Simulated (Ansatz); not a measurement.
Isolated molecules relaxed with PBE0-D4/def2-TZVP in Ansatz; ΔE leaves out vibrations. CCSD(T)/CBS adds triple-zeta CCSD(T) − MP2 to the extrapolated MP2 energy (def2 sets, frozen cores). This one scheme is used for every species. Functionals use def2-TZVPP. B3LYP here is the variant with VWN-RPA as its local correlation; programs differ in this. For Mg outer-core shells are correlated without core-valence functions, which leaves a few kJ/mol of doubt a bond. One conformer a species, not always the lowest.

Reaction (ligand exchange at a Mg–O bond): `[OH][Mg][O][SiH3]` + H–F → `[OH][Mg][F]` + silanol

`[OH][Mg][O][SiH3]`:

```xyz
8

O    -1.696   -2.339   -1.656
Mg   -0.784   -1.115   -0.789
O     0.091    0.159    0.112
Si    0.882    1.305    0.922
H    -1.942   -3.090   -2.177
H     1.735    0.721    1.999
H     1.776    2.091    0.021
H    -0.061    2.266    1.568
```

H–F:

```xyz
2

F     0.235    0.078    0.388
H    -0.235   -0.078   -0.388
```

`[OH][Mg][F]`:

```xyz
4

O    -0.069    0.998    0.423
Mg    0.116   -0.600   -0.273
F     0.351   -2.186   -0.977
H    -0.398    1.789    0.828
```

`O[SiH3]`:

```xyz
6

O    -0.458    0.033   -1.196
Si    0.013    0.105    0.381
H     0.019   -0.559   -1.779
H    -0.112   -1.217    1.053
H    -0.888    1.086    1.029
H     1.427    0.553    0.512
```

| level | ΔE (kcal/mol) |
| --- | --- |
| B3LYP-D4 | -6.5 |
| CCSD(T)/def2-TZVPP | -4.4 |

(1) What does CCSD(T)/CBS give? (Best estimate.)

Largest T1 diagnostic among the species: 0.011.

## Answers

(1) Computed: -4.1 kcal/mol. The listed levels differ from it by -2.4, -0.3 kcal/mol.

Leaving LDA and LC-ωPBE aside and taking each functional with its dispersion term where it has one, the values, not all of them listed here, spread over 2.3 kcal/mol, from BLYP-D4 to PBE-QIDH. LDA lies +1.4 kcal/mol from PBE without D4. The D4 term adds +0.9 kcal/mol with B3LYP and +0.5 kcal/mol with PBE0; it sums over pairs of atoms, weighted by their polarisabilities, and B3LYP, whose exchange is more repulsive, gets the larger term.
